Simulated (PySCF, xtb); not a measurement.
In(Cl)(SH)2 (ClH₂InS₂), SMILES [SH][In]([SH])[Cl]. Other conformers were not sampled.

Harmonic wavenumbers (cm⁻¹) from GFN2-xTB run with xtb 6.7.1 at its own minimum, in rising order: 68, 71, 77, 80, 160, 267, 325, 327, 584, 610, 2378, 2390.

What does B3LYP-D3(BJ)/def2-SVP (PySCF) give at its own minimum? (The exact figures need the calculation; the answer reports its results.)

78, 88, 91, 166, 215, 311, 366, 374, 671, 697, 2662, 2663. Paired by order, the mean absolute difference is 87 cm⁻¹ and the zero-point energies are 10.5 and 12.0 kcal/mol.
